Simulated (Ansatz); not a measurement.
Input file for Ansatz (a quantum-chemistry and plane-wave program): R-CCSD(T)/cc-pV(T+d)Z on H2 (SMILES [H][H]). The basis file is the Basis Set Exchange's JSON of that set.

Ansatz 0.2 input:
```yaml
crystal:
  periodic: [false, false, false]
  atoms:
    - {symbol: H, position_ang: [0.00000000, 0.00000000, 0.37198582]}
    - {symbol: H, position_ang: [-0.00000000, -0.00000000, -0.37198582]}
basis:
  gaussian:
    orbitals: cc-pV_T+d_Z.json
magnetization: {spin_polarized: false}
correlation: {method: ccsd_t, electrons: outside_noble_gas}
scf: {lower_state_search: off}
```

Output:

```
WARN ansatz: RAYON_NUM_THREADS=4 ignored (pool sized by the plan → 4); use --threads N
Functional definition: HF
these checks for a lower state are left out or cut short: stability, starts, cluster_reference, orbital_swaps, neighbouring_geometries, increment
integrals: 0.00 GiB planned
145 factors; integrals over basis functions are off by at most 7.3e-4 eV
mean field: 0.04 GiB planned
mean field evaluation 1: about -30.7506 eV, gradient 3.7e0 eV
mean field evaluation 2: about -30.7488 eV, gradient 3.6e0 eV
mean field evaluation 4: about -30.8286 eV, gradient 5.9e-2 eV
mean field evaluation 8: about -30.8285 eV, gradient 1.8e-7 eV
mean field -30.82847869 eV, -1.1329256957 hartree, gradient 4.3e-7 eV, S^2 0.000000; 0 other end points of the search recorded, 0 dependent functions left out
reference -30.82847869 eV, -1.1329256957 hartree; 1, 1 occupied and 27, 27 virtual orbitals, 145 factors
second order -0.86234553 eV of doubles, -0.00000000 eV of singles
coupled cluster: 0.05 GiB planned
cycle   1  -1.00683440 eV  change   -1.4e-1 eV  update   2.6e-2
cycle   2  -1.07129108 eV  change   -6.4e-2 eV  update   9.0e-3
cycle   3  -1.07248179 eV  change   -1.2e-3 eV  update   1.1e-3
cycle   4  -1.07243558 eV  change    4.6e-5 eV  update   1.4e-4
cycle   5  -1.07239043 eV  change    4.5e-5 eV  update   1.6e-5
cycle   6  -1.07239780 eV  change   -7.4e-6 eV  update   2.7e-6
cycle   7  -1.07239706 eV  change    7.3e-7 eV  update   4.1e-7
perturbative correction 0.00000000 eV, 0.0000000000 hartree
Total energy: -31.90087576 eV, -1.1723355608 hartree
Checks for a lower state left out: stability, starts, cluster_reference, orbital_swaps, neighbouring_geometries, increment
```

The calculation finished and met its thresholds.

Cost: roughly 0.4 core-seconds.
